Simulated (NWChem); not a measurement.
AlSiH₃ClF; SMILES [F][Al]([SiH3])[Cl]

Q: Give the equilibrium geometry at PBE0/def2-SVP (NWChem) as a list of bonds and angles, with the point group.

A: point group C1; any orientation.
Bonded distances (Å): Al1–Cl2 2.096, Al1–F3 1.663, Al1–Si4 2.430, Si4–H5 1.494, Si4–H6 1.496, Si4–H7 1.496. Angles (°): Cl2–Al1–F3 115.8, Cl2–Al1–Si4 122.7, F3–Al1–Si4 121.5, Al1–Si4–H5 111.2, Al1–Si4–H6 109.5, Al1–Si4–H7 109.7, H5–Si4–H6 109.0, H5–Si4–H7 109.2, H6–Si4–H7 108.2.
